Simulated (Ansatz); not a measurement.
A nudged elastic band was laid between two geometries of CH$_{8}$GeOSn (12 atoms, charge 0, multiplicity 1).

These are results of RKS B3LYP-D4/def2-SVP (Ansatz 0.2.0), not measurements.

```
movable images  : 5
climbing image  : yes
spring          : 5.0 eV/Å²
optimiser       : quadratic models (default)
start path      : through a guess of the saddle point
force threshold : 0.05 eV/Å
iteration limit : 60
end points      : relaxed
```

First end point:

```xyz
12
Properties=species:S:1:pos:R:3
C 0.218 2.218 0.124
Ge -0.821 0.553 -0.087
Sn 0.751 -1.558 -0.093
O -0.322 -3.241 -0.335
H -0.462 3.084 0.127
H 0.777 2.206 1.071
H 0.931 2.334 -0.706
H -1.835 0.426 1.075
H -1.623 0.598 -1.409
H 1.806 -1.630 -1.449
H 1.663 -1.706 1.373
H -1.005 -3.339 0.343
```

Last end point:

```xyz
12
Properties=species:S:1:pos:R:3
C 0.254 2.249 0.066
Ge -0.871 0.629 -0.020
Sn 0.612 -1.529 0.017
O -0.715 -3.031 -0.149
H -0.381 3.147 0.042
H 0.842 2.260 0.996
H 0.945 2.283 -0.789
H -1.840 0.599 1.183
H -1.705 0.640 -1.320
H 1.722 -1.642 -1.308
H 1.500 -1.761 1.487
H -0.285 -3.897 -0.172
```

(1) What changes between the two ends?

(2) Give the energies along the band, and the barrier.

(3) What is the geometry of the highest image?

The band took 13 iterations and of the order of 7 core-minutes.

## Answers

(1) No bond is made or broken. The dihedral H11–Sn3–O4–H12 goes from 67 to -60°.

(2) The forces met the threshold. The highest image is number 4 of 0 to 6, 0.015 eV above the first end and 0.017 eV above the last; the last end lies 0.003 eV below the first. Beside the main top the profile has a ripple of under 15 meV (maxima at images 1, 4), which may be a very shallow well or noise. A vibrational analysis at the climbing image gives one clearly imaginary mode, 177i cm⁻¹: a first-order saddle point.

```
image  path coordinate (Å)  energy (eV)  dihedral H11–Sn3–O4–H12 (°)
    0                 0.00        0.000                           67
    1                 0.56        0.006                           94
    2                 1.12        0.006                          150
    3                 1.68        0.002                         -174
    4                 2.24        0.015                         -125
    5                 2.67        0.004                          -86
    6                 3.11       -0.003                          -60
```

(3) 
```xyz
12
Properties=species:S:1:pos:R:3:forces:R:3
C 0.237 2.247 0.131 0.01 -0.03 0.01
Ge -0.851 0.608 -0.036 0.01 0.00 -0.01
Sn 0.659 -1.544 0.013 -0.02 0.00 -0.01
O -0.536 -3.139 0.293 0.01 0.03 0.03
H -0.415 3.133 0.112 -0.01 0.01 0.00
H 0.796 2.241 1.078 -0.01 0.00 -0.01
H 0.953 2.320 -0.701 0.00 0.00 0.00
H -1.873 0.533 1.121 0.00 0.00 0.00
H -1.636 0.642 -1.369 0.00 0.00 0.01
H 1.530 -1.802 -1.463 0.00 0.00 0.00
H 1.763 -1.581 1.339 0.00 0.00 0.01
H -0.549 -3.714 -0.483 0.00 -0.02 -0.03
```

Time of the run: 3.5 min on 2 threads of Intel(R) Xeon(R) Platinum 8488C (Sapphire Rapids), on a shared host, peak memory 0.37 GiB.
